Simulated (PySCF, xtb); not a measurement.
Cd(Cl)(Me) (CH3CdCl), SMILES [Cd]([CH3])[Cl].

GFN2-xTB run with xtb 6.7.1 at its own geometry gives an orbital gap of 4.28 eV and a dipole moment of 4.22 D.

Geometry: B3LYP-D3(BJ)/def2-TZVP. The def2 effective core potentials stand for the cores of Cd; spin–orbit coupling is left out.

Task: What does PySCF with CAM-B3LYP/def2-TZVPD give? (The exact figures need the calculation; the answer reports its results.)

Result: gap 9.35 eV (levels -9.58 and -0.23 eV), dipole 3.32 D.
